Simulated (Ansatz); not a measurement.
`C[SiH2]C` + `CBN` → `CBN[SiH2]C` + CH₄ at 500 K and 1 bar (ligand exchange at the Si–C bond).

Gas-phase electronic energies from Ansatz, PBE0-D4/def2-TZVP geometries. CCSD(T)/CBS adds triple-zeta CCSD(T) − MP2 to the extrapolated MP2 energy (def2 sets, frozen cores). This one scheme is used for every species. Each species was taken in one conformer, which may not be the lowest.

```
     species  CCSD(T)/CBS energy (Eh)  H − E (kJ/mol)  S (J/(mol·K))
  `C[SiH2]C`               -370.01595           276.5          354.4
       `CBN`               -121.21267           233.6          318.2
`CBN[SiH2]C`               -450.78607           373.7          445.5
         CH₄                -40.46206           135.6          206.8
```

H − E and S are ideal-gas, rigid-rotor, harmonic terms from PBE0-D4/def2-TZVP, for one conformer and one mirror image of each species. 1 Eh = 2625.50 kJ/mol, R = 8.31446 J/(mol·K).

Task: By hand: ΔE, ΔH, ΔS and ΔG.

Result: ΔE = (-450.78607) + (-40.46206) − (-370.01595) − (-121.21267) = -0.01951 Eh = -51.2 kJ/mol. Δ(H − E) = 373.7 + 135.6 − 276.5 − 233.6 = -0.8, so ΔH = -52.0 kJ/mol. ΔS = 445.5 + 206.8 − 354.4 − 318.2 = -20.3 J/(mol·K). ΔG = -52.0 − 500 × (-20.3)/1000 = -41.9 kJ/mol.

Task: By hand: the equilibrium constant, and the temperature at which ΔG would vanish if ΔH and ΔS stayed fixed.

Result: log₁₀ K = −ΔG/(RT ln 10) = 4.4. ΔG = 0 at ΔH/ΔS = 2562 K, far beyond where these terms or the molecules hold.

ΔH outweighs TΔS. A doubt of 5 kJ/mol in ΔE shifts log₁₀ K by 0.5 here. Other conformers and mirror images would add mixing entropy, several J/(mol·K) or more a flexible species. These are equilibria of isolated gas molecules and say nothing of rates. Largest T1 diagnostic: 0.011 (customary marks: 0.02 for closed shells, 0.045 for open ones).
